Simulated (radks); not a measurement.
Q: The rubidium ion Rb5+ is in [Ar] 3d10 4s2 4p2. Calculated with a radial shooting solver on a logarithmic mesh with Libxc functionals: scalar-relativistic Kohn-Sham, r2SCAN, spin-polarised, spherical densities, finite nucleus; meta-GGA in the generalised Kohn-Sham scheme; Fermi nuclear charge, rms radius of each element as measured or else 0.836 A^(1/3) + 0.57 fm. Open shells are filled with parallel spins first. One electron is removed from 4s, 3d, 3p, 4p in turn, with full relaxation. Which removal costs least, and what does each cost?

A: 4p 83.957 eV; 4s 98.452 eV; 3d 192.24 eV; 3p 316.23 eV. The 4p electron leaves first.
